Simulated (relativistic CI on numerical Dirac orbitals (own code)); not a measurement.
# Co5+: 3s photoemission

Computed with this model: Dirac-Coulomb-Breit CI, KLI orbitals optimised for each configuration, model QED, valence Slater integrals scaled by 0.9, multiplet model of photoemission in the sudden approximation; configurations [Ar] 3d4 → [Ne] 3s 3p6 3d4; 300 K; Lorentzian 1.5 eV and Gaussian 0.6 eV FWHM. Energies are those of the free ion, without screening or charge transfer. The energies are binding energies and can lie tens of eV above those of solids. Without intra-shell correlation the exchange splitting of an s hole comes out too large, often by half or more. S is read from ⟨S²⟩ = S(S + 1).

free ion: ground-state S = 2.00, centroid 207.67 eV. Peaks (eV, height): 202.4 (100), 215.4 (66).

Strongest unbroadened transitions for free ion:

```csv
Energy (eV),Relative strength
202.42,0.4
202.44,5.4
202.46,21.5
202.48,83.3
202.49,100.0
208.90,0.1
209.03,0.1
214.84,0.1
214.96,0.0
215.45,32.1
215.47,67.2
215.48,1.7
215.51,32.0
215.54,5.3
215.56,0.3
216.78,0.4
216.81,0.6
217.04,0.1
```
